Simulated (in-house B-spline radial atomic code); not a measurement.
Ionisation energies along the 16-electron series, configuration 1s2 2s2 2p6 3s2 3p1/2(2) 3p3/2(2), as differences of self-consistent energies. Dirac energy differences include first-order Breit, QED and recoil terms. NIST's values go from ground level to ground level; the uncertainty of those that are theory runs from under 0.1 % in few-electron ions to several per cent in heavy many-electron ones. Computed with a B-spline radial code for spherical atoms: Dirac-Hartree-Fock, jj configuration that fills j = l - 1/2 first, finite nuclei.

A number in brackets counts the electrons of a j subshell.

```json
{"ion": "Pd30+", "configuration after": "[Ne] 3s2 3p1/2(2) 3p3/2(1)", "ionisation energy (eV)": "1781.9", "IE/(q+1)² (eV)": "1.8542", "-ε less Coulomb ΔSCF (eV)": "0.74502", "Breit and QED recoil part (eV)": "-1.0507", "tabulated value (eV)": "1781.3", "tabulated kind": "semi-empirical", "computed minus tabulated (eV)": "1"}
{"ion": "Ag31+", "configuration after": "[Ne] 3s2 3p1/2(2) 3p3/2(1)", "ionisation energy (eV)": "1888.8", "IE/(q+1)² (eV)": "1.8445", "-ε less Coulomb ΔSCF (eV)": "0.74619", "Breit and QED recoil part (eV)": "-1.1445", "tabulated value (eV)": "1888", "tabulated kind": "semi-empirical", "computed minus tabulated (eV)": "1"}
{"ion": "Cd32+", "configuration after": "[Ne] 3s2 3p1/2(2) 3p3/2(1)", "ionisation energy (eV)": "1998.8", "IE/(q+1)² (eV)": "1.8355", "-ε less Coulomb ΔSCF (eV)": "0.74737", "Breit and QED recoil part (eV)": "-1.2434", "tabulated value (eV)": "1998", "tabulated kind": "semi-empirical", "computed minus tabulated (eV)": "1"}
{"ion": "In33+", "configuration after": "[Ne] 3s2 3p1/2(2) 3p3/2(1)", "ionisation energy (eV)": "2112.0", "IE/(q+1)² (eV)": "1.827", "-ε less Coulomb ΔSCF (eV)": "0.74854", "Breit and QED recoil part (eV)": "-1.3482", "tabulated value (eV)": "2111", "tabulated kind": "semi-empirical", "computed minus tabulated (eV)": "1"}
{"ion": "Sn34+", "configuration after": "[Ne] 3s2 3p1/2(2) 3p3/2(1)", "ionisation energy (eV)": "2228.2", "IE/(q+1)² (eV)": "1.819", "-ε less Coulomb ΔSCF (eV)": "0.74971", "Breit and QED recoil part (eV)": "-1.4585", "tabulated value (eV)": "2227", "tabulated kind": "semi-empirical", "computed minus tabulated (eV)": "1"}
{"ion": "Sb35+", "configuration after": "[Ne] 3s2 3p1/2(2) 3p3/2(1)", "ionisation energy (eV)": "2347.6", "IE/(q+1)² (eV)": "1.8115", "-ε less Coulomb ΔSCF (eV)": "0.75088", "Breit and QED recoil part (eV)": "-1.5749", "tabulated value (eV)": "2349", "tabulated kind": "tabulated theory", "computed minus tabulated (eV)": "-1"}
{"ion": "Te36+", "configuration after": "[Ne] 3s2 3p1/2(2) 3p3/2(1)", "ionisation energy (eV)": "2470.2", "IE/(q+1)² (eV)": "1.8044", "-ε less Coulomb ΔSCF (eV)": "0.75205", "Breit and QED recoil part (eV)": "-1.697", "tabulated value (eV)": "2472", "tabulated kind": "tabulated theory", "computed minus tabulated (eV)": "-2"}
{"ion": "I37+", "configuration after": "[Ne] 3s2 3p1/2(2) 3p3/2(1)", "ionisation energy (eV)": "2595.9", "IE/(q+1)² (eV)": "1.7977", "-ε less Coulomb ΔSCF (eV)": "0.75322", "Breit and QED recoil part (eV)": "-1.8257", "tabulated value (eV)": "2598", "tabulated kind": "tabulated theory", "computed minus tabulated (eV)": "-2"}
{"ion": "Xe38+", "configuration after": "[Ne] 3s2 3p1/2(2) 3p3/2(1)", "ionisation energy (eV)": "2724.8", "IE/(q+1)² (eV)": "1.7914", "-ε less Coulomb ΔSCF (eV)": "0.75439", "Breit and QED recoil part (eV)": "-1.9605", "tabulated value (eV)": "2726", "tabulated kind": "tabulated theory", "computed minus tabulated (eV)": "-1"}
{"ion": "Cs39+", "configuration after": "[Ne] 3s2 3p1/2(2) 3p3/2(1)", "ionisation energy (eV)": "2856.8", "IE/(q+1)² (eV)": "1.7855", "-ε less Coulomb ΔSCF (eV)": "0.75556", "Breit and QED recoil part (eV)": "-2.102", "tabulated value (eV)": "2859", "tabulated kind": "tabulated theory", "computed minus tabulated (eV)": "-2"}
{"ion": "Ba40+", "configuration after": "[Ne] 3s2 3p1/2(2) 3p3/2(1)", "ionisation energy (eV)": "2991.9", "IE/(q+1)² (eV)": "1.7799", "-ε less Coulomb ΔSCF (eV)": "0.75673", "Breit and QED recoil part (eV)": "-2.25", "tabulated value (eV)": "2994", "tabulated kind": "tabulated theory", "computed minus tabulated (eV)": "-2"}
{"ion": "La41+", "configuration after": "[Ne] 3s2 3p1/2(2) 3p3/2(1)", "ionisation energy (eV)": "3130.3", "IE/(q+1)² (eV)": "1.7745", "-ε less Coulomb ΔSCF (eV)": "0.75791", "Breit and QED recoil part (eV)": "-2.405", "tabulated value (eV)": "3133", "tabulated kind": "tabulated theory", "computed minus tabulated (eV)": "-3"}
{"ion": "Ce42+", "configuration after": "[Ne] 3s2 3p1/2(2) 3p3/2(1)", "ionisation energy (eV)": "3271.8", "IE/(q+1)² (eV)": "1.7695", "-ε less Coulomb ΔSCF (eV)": "0.75908", "Breit and QED recoil part (eV)": "-2.567", "tabulated value (eV)": "3274", "tabulated kind": "tabulated theory", "computed minus tabulated (eV)": "-2"}
{"ion": "Pr43+", "configuration after": "[Ne] 3s2 3p1/2(2) 3p3/2(1)", "ionisation energy (eV)": "3416.6", "IE/(q+1)² (eV)": "1.7648", "-ε less Coulomb ΔSCF (eV)": "0.76026", "Breit and QED recoil part (eV)": "-2.7362", "tabulated value (eV)": "3419", "tabulated kind": "tabulated theory", "computed minus tabulated (eV)": "-2"}
{"ion": "Nd44+", "configuration after": "[Ne] 3s2 3p1/2(2) 3p3/2(1)", "ionisation energy (eV)": "3564.5", "IE/(q+1)² (eV)": "1.7602", "-ε less Coulomb ΔSCF (eV)": "0.76144", "Breit and QED recoil part (eV)": "-2.9127", "tabulated value (eV)": "3567", "tabulated kind": "tabulated theory", "computed minus tabulated (eV)": "-3"}
{"ion": "Pm45+", "configuration after": "[Ne] 3s2 3p1/2(2) 3p3/2(1)", "ionisation energy (eV)": "3715.6", "IE/(q+1)² (eV)": "1.756", "-ε less Coulomb ΔSCF (eV)": "0.76263", "Breit and QED recoil part (eV)": "-3.0966", "tabulated value (eV)": "3718", "tabulated kind": "tabulated theory", "computed minus tabulated (eV)": "-2"}
{"ion": "Sm46+", "configuration after": "[Ne] 3s2 3p1/2(2) 3p3/2(1)", "ionisation energy (eV)": "3870.0", "IE/(q+1)² (eV)": "1.7519", "-ε less Coulomb ΔSCF (eV)": "0.76381", "Breit and QED recoil part (eV)": "-3.2881", "tabulated value (eV)": "3873", "tabulated kind": "tabulated theory", "computed minus tabulated (eV)": "-3"}
{"ion": "Eu47+", "configuration after": "[Ne] 3s2 3p1/2(2) 3p3/2(1)", "ionisation energy (eV)": "4027.5", "IE/(q+1)² (eV)": "1.7481", "-ε less Coulomb ΔSCF (eV)": "0.765", "Breit and QED recoil part (eV)": "-3.4876", "tabulated value (eV)": "4031", "tabulated kind": "tabulated theory", "computed minus tabulated (eV)": "-3"}
{"ion": "Gd48+", "configuration after": "[Ne] 3s2 3p1/2(2) 3p3/2(1)", "ionisation energy (eV)": "4188.3", "IE/(q+1)² (eV)": "1.7444", "-ε less Coulomb ΔSCF (eV)": "0.7662", "Breit and QED recoil part (eV)": "-3.6949", "tabulated value (eV)": "4191", "tabulated kind": "tabulated theory", "computed minus tabulated (eV)": "-3"}
{"ion": "Tb49+", "configuration after": "[Ne] 3s2 3p1/2(2) 3p3/2(1)", "ionisation energy (eV)": "4352.3", "IE/(q+1)² (eV)": "1.7409", "-ε less Coulomb ΔSCF (eV)": "0.76739", "Breit and QED recoil part (eV)": "-3.9106", "tabulated value (eV)": "4355", "tabulated kind": "tabulated theory", "computed minus tabulated (eV)": "-3"}
{"ion": "Dy50+", "configuration after": "[Ne] 3s2 3p1/2(2) 3p3/2(1)", "ionisation energy (eV)": "4519.6", "IE/(q+1)² (eV)": "1.7376", "-ε less Coulomb ΔSCF (eV)": "0.7686", "Breit and QED recoil part (eV)": "-4.1345", "tabulated value (eV)": "4523", "tabulated kind": "tabulated theory", "computed minus tabulated (eV)": "-3"}
{"ion": "Ho51+", "configuration after": "[Ne] 3s2 3p1/2(2) 3p3/2(1)", "ionisation energy (eV)": "4690.1", "IE/(q+1)² (eV)": "1.7345", "-ε less Coulomb ΔSCF (eV)": "0.7698", "Breit and QED recoil part (eV)": "-4.367", "tabulated value (eV)": "4693", "tabulated kind": "tabulated theory", "computed minus tabulated (eV)": "-3"}
{"ion": "Er52+", "configuration after": "[Ne] 3s2 3p1/2(2) 3p3/2(1)", "ionisation energy (eV)": "4863.9", "IE/(q+1)² (eV)": "1.7315", "-ε less Coulomb ΔSCF (eV)": "0.77101", "Breit and QED recoil part (eV)": "-4.6082", "tabulated value (eV)": "4866", "tabulated kind": "tabulated theory", "computed minus tabulated (eV)": "-2"}
```

**Question.** How far is this level of theory from the measured and semi-empirical values?

**Answer.** Over those 5 rows the differences run from +0.586 to +1.23 eV (mean absolute value 0.88 eV). The calculation leaves out correlation and, in open shells, the multiplet splittings that an average leaves out.
